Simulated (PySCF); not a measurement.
**Low-lying terms of Fe²²⁺ (iron, charge +22)**

Ground state [He] 2s2, ¹S. Computed with PySCF 2.14 in an even-tempered Gaussian basis (19 s from 0.88 bohr⁻², ratio 2.5; 10 p from 1.18 bohr⁻², ratio 2.7; 8 d from 1.32 bohr⁻², ratio 2.7; 4 f from 39 bohr⁻², ratio 2.7), with the spin-free X2C one-electron Hamiltonian (Gaussian nucleus). Vertical excitation energies in eV without spin-orbit coupling; excited terms of each kind are numbered among those the solver found. Frozen: nothing.

```csv
term,leading excitation,EOM-EE-CCSD
1 3P°,2s → p,53.527
1 1P°,2s → p,92.384
```

Only the lower part of the computed list is shown. Doubly excited terms such as np² are absent. The solver can miss terms. The 12 highest virtual orbitals were dropped.
